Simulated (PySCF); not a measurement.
NbOF₃, SMILES [O]=[Nb]([F])([F])[F], multiplicity 1.

Coordinates come from a B3LYP-D3(BJ)/def2-SVP optimisation. The multiplicity is an assumed one; other spin states were not compared. The def2 effective core potentials stand for the cores of Nb; spin–orbit coupling is left out.

Method: TDDFT-PBE0/def2-SVPD (PySCF).

Vertical excitations; the highest root listed may be one member of a degenerate set. The molecule is in vacuum. State labels are in the subgroup Cs.

```
state  symmetry  energy (eV)  λ (nm)      f                                                              main pairs
-----  --------  -----------  ------  -----  ----------------------------------------------------------------------
S1           A"         6.09     204  0.000                                      HOMO→LUMO 49 %, HOMO−1→LUMO+1 49 %
S2           A"         6.32     196  0.001                               HOMO−1→LUMO+1, HOMO→LUMO (degenerate set)
S3           A'         6.32     196  0.001                               HOMO−1→LUMO, HOMO→LUMO+1 (degenerate set)
S4           A'         6.52     190  0.000                                            HOMO−2→LUMO (degenerate set)
S5           A"         6.52     190  0.000                                          HOMO−2→LUMO+1 (degenerate set)
S6           A'         6.64     187  0.014                                      HOMO→LUMO+1 44 %, HOMO−1→LUMO 43 %
S7           A"         7.64     162  0.000                                    HOMO−1→LUMO+2 48 %, HOMO→LUMO+3 48 %
S8           A"         7.86     158  0.000                             HOMO→LUMO+3, HOMO−1→LUMO+2 (degenerate set)
S9           A'         7.86     158  0.000                             HOMO→LUMO+2, HOMO−1→LUMO+3 (degenerate set)
S10          A'         8.06     154  0.003                                                      HOMO−2→LUMO+3 94 %
T1           A'         5.48     226      0  HOMO→LUMO+1 41 %, HOMO−1→LUMO 41 %, HOMO→LUMO+2 8 %, HOMO−1→LUMO+3 8 %
T2           A"         5.76     215      0                               HOMO→LUMO, HOMO−1→LUMO+1 (degenerate set)
T3           A'         5.76     215      0                               HOMO−1→LUMO, HOMO→LUMO+1 (degenerate set)
T4           A"         6.04     205      0                                      HOMO−1→LUMO+1 49 %, HOMO→LUMO 49 %
```
Triplets are in the Tamm–Dancoff approximation, which puts them higher than full response would, so one can lie above its singlet here.
